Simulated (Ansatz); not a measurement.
`CBBO` + H₂Te → `OB[TeH]` + `BC` at 600 K and 1 bar (cleavage of the B–B bond).

Computed with Ansatz on PBE0-D4/def2-TZVP structures; ΔE is electronic, products minus reactants. CBS: MP2 limit from def2 TZ/QZ plus the TZ coupled-cluster correction, frozen cores. This one scheme is used for every species. Elements past krypton have def2 core potentials. For Te outer-core shells are correlated without core-valence functions, which leaves a few kJ/mol of doubt a bond. One conformer a species, not always the lowest.

```tsv
species	CCSD(T)/CBS energy (Eh)	H − E (kJ/mol)	S (J/(mol·K))
`CBBO`	-166.44324	252.8	394.3
H₂Te	-268.91024	52.9	255.0
`OB[TeH]`	-369.55161	129.8	352.7
`BC`	-65.83255	180.5	296.9
```

H − E and S are ideal-gas, rigid-rotor, harmonic terms from PBE0-D4/def2-TZVP, for one conformer and one mirror image of each species. 1 Eh = 2625.50 kJ/mol, R = 8.31446 J/(mol·K).

Question: By hand: ΔE, ΔH, ΔS and ΔG.

Answer: ΔE = (-369.55161) + (-65.83255) − (-166.44324) − (-268.91024) = -0.03068 Eh = -80.6 kJ/mol. Δ(H − E) = 129.8 + 180.5 − 252.8 − 52.9 = 4.6, so ΔH = -76.0 kJ/mol. ΔS = 352.7 + 296.9 − 394.3 − 255.0 = 0.3 J/(mol·K). ΔG = -76.0 − 600 × (0.3)/1000 = -76.2 kJ/mol.

Question: By hand: the equilibrium constant, and the temperature at which ΔG would vanish if ΔH and ΔS stayed fixed.

Answer: log₁₀ K = −ΔG/(RT ln 10) = 6.6. ΔH and −TΔS have one sign here, so there is no such temperature.

The number of gas molecules stays the same, so ΔS is small and ΔH decides. A doubt of 5 kJ/mol in ΔE shifts log₁₀ K by 0.4 here. Other conformers and mirror images would add mixing entropy, several J/(mol·K) or more a flexible species. These are equilibria of isolated gas molecules and say nothing of rates. Largest T1 diagnostic: 0.013 (customary marks: 0.02 for closed shells, 0.045 for open ones).

ΔS is within the doubt of such terms, so its sign, and with it that verdict, could turn.
